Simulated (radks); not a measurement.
Charge is removed step by step from the 3s1/2 level of the rhodium ion Rh2+, starting from [Kr] 4d7. All-electron calculation, Dirac Kohn-Sham, BLYP, spin-unpolarised, spherical densities, point nucleus; open shells fill j = l - 1/2 first. Program: a radial shooting solver on a logarithmic mesh with Libxc functionals.

| removed (e) | E - E(0) (eV) | eigenvalue (eV) | E minus straight line (eV) |
|---|---|---|---|
| 0 | 0.000 | -617.27 | 0.000 |
| 0.1 | 61.902 | -620.77 | -1.609 |
| 0.2 | 124.16 | -624.30 | -2.867 |
| 0.3 | 186.76 | -627.85 | -3.772 |
| 0.4 | 249.73 | -631.42 | -4.320 |
| 0.5 | 313.05 | -635.02 | -4.509 |
| 0.6 | 376.73 | -638.64 | -4.338 |
| 0.7 | 440.78 | -642.28 | -3.804 |
| 0.8 | 505.19 | -645.95 | -2.904 |
| 0.9 | 569.97 | -649.63 | -1.637 |
| 1 | 635.12 | -653.34 | 0.000 |

Removing the whole electron costs 635.12 eV by Delta-SCF, against 617.27 eV from minus the eigenvalue at the starting occupation. Slater's transition state (half an electron removed) gives 635.02 eV. Integrating minus the eigenvalue over the occupation (Janak's theorem) gives 635.12 eV. The mean slope of the eigenvalue, de/dn, is 36.1 eV per electron.
